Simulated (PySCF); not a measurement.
Electronic structure of S (sulfur, neutral) at the UHF level

Configuration: [Ne] 3s1 3p4 3d1, one real determinant (an excited configuration). All numbers are calculated (PySCF 2.14, scalar relativity by spin-free X2C-1e, in aug-cc-pCVQZ-DK (10s9p7d5f3g, 134 functions)).

- Total energy: -397.927294 hartree
- One-electron energy: -547.5394 hartree
- Hartree (Coulomb) energy: 174.6689 hartree
- Exchange energy: -25.0569 hartree
- ⟨S²⟩: 6.0164
- ⟨L²⟩: 8.047
- Sum of ⟨r⟩: 16.80 bohr
- Sum of ⟨r²⟩: 38.29 bohr²
- Traceless quadrupole moment −½Σ⟨3z² − r²⟩ along its main axis: 2.40 e·bohr²
- Langevin diamagnetic susceptibility: -30.3 ×10⁻⁶ cm³/mol

| shell | electrons | mean orbital energy (eV) | spread (eV) | rms radius, mean of both spins (bohr) |
| --- | --- | --- | --- | --- |
| 1s α | 1 | -2517.8 | 0 | 0.112 |
| 1s β | 1 | -2516.6 | 0 | 0.112 |
| 2s α | 1 | -252.31 | 0 | 0.516 |
| 2s β | 1 | -250.55 | 0 | 0.516 |
| 2p α | 3 | -188.09 | 0.454 | 0.490 |
| 2p β | 3 | -186.44 | 0.589 | 0.490 |
| 3s α | 1 | -32.099 | 0 | 1.77 |
| 3p α | 3 | -17.118 | 1.973 | 2.13 |
| 3p β | 1 | -10.810 | 0 | 2.13 |
| 3d α | 1 | -1.835 | 0 | 3.88 |

⟨L²⟩ = 8.05 against 12 for a pure F term, so this real determinant mixes terms. The outer electron is Rydberg-like, and this basis confines it to a smaller radius and binds it less than a complete one would.

Densities and radii are taken from the X2C orbitals without a picture-change correction, which distorts them close to the nucleus.

Spin-orbit constants ζ (cm⁻¹) from the X2C one-electron operator on these orbitals: bare nucleus, nucleus screened by l(l+1)(2l+1)/3 electrons, and screened by the Breit-Pauli mean field of the electrons.

| shell | bare | screened nucleus | mean field |
| --- | --- | --- | --- |
| 2p | 7507 | 6569 | 6146 |
| 3p | 536.1 | 469.1 | 433.5 |
| 3d | 12.01 | 4.502 | 2.718 |

To first order the Landé constant is A = -35.67 cm⁻¹, so the lowest level has J = 5 and lies 0.0265 eV below the centre of the term. This holds in LS coupling only.
